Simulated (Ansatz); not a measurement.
The cluster NaSn6⁻ (the lowest singlet isomer of a short search). Total charge -1; singlet. Geometry r2SCAN-D4/def2-SVPD, basis def2-TZVPD, Ansatz.

```tsv
atom	x (Å)	y (Å)	z (Å)
Na1	0.042	-0.951	-2.560
Sn2	1.431	-0.625	0.200
Sn3	0.596	2.028	1.511
Sn4	-1.429	0.591	-0.299
Sn5	-0.666	-0.563	2.445
Sn6	1.046	1.874	-1.411
Sn7	-1.020	-2.354	0.115
```

```
run  HOMO (eV)  LUMO (eV)
  A      -0.93       1.04
  B      -0.26       0.64
  C      -0.35       0.56
  D      -1.29       1.49
  E      -0.22       0.52
  F      -0.84       1.05
```

In the def2 sets Sn takes a core potential; there is no spin–orbit coupling. The structure comes from a short search, and lower isomers may exist.

Task: The runs used B97M-V, BHLYP, PBE, PBE0, r2SCAN, r2SCAN0. Estimate which is which.

Result: A r2SCAN0 (25 % exact exchange); B B97M-V (0 % exact exchange); C r2SCAN (0 % exact exchange); D BHLYP (50 % exact exchange); E PBE (0 % exact exchange); F PBE0 (25 % exact exchange). Exact exchange lowers occupied and raises empty levels; among semilocal functionals meta-GGAs tend to open the gap a little, and such runs are hard to tell apart. The gap grows from 0.75 eV (PBE) to 2.78 eV (BHLYP).
